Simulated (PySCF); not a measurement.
BeH₂, SMILES [BeH2]. Geometry optimised at PBE-D3(BJ)/def2-TZVPD. The isomer is the one that the SMILES or the coordinates give; other isomers of the formula were not compared.

All values below come from PBE-D3(BJ)/def2-TZVPD (PySCF).

Harmonic wavenumbers (cm⁻¹): 708, 708, 1977, 2195. Rotational constants (GHz): 139.3 (linear); symmetry number 2.

Q: Work out the zero-point energy and the ideal-gas rigid-rotor harmonic-oscillator thermochemistry at 298.15 K and 1 atm.

A: ZPE = ½ Σ hcν = ½ × 5587 cm⁻¹ = 33.42 kJ/mol. H − E(el) = 42.67 kJ/mol. Entropy in J/(mol K): translation 138.68, rotation 34.12, vibration 2.50, total 175.30. G − E(el) = -9.60 kJ/mol. Cp = 36.00 J/(mol K).
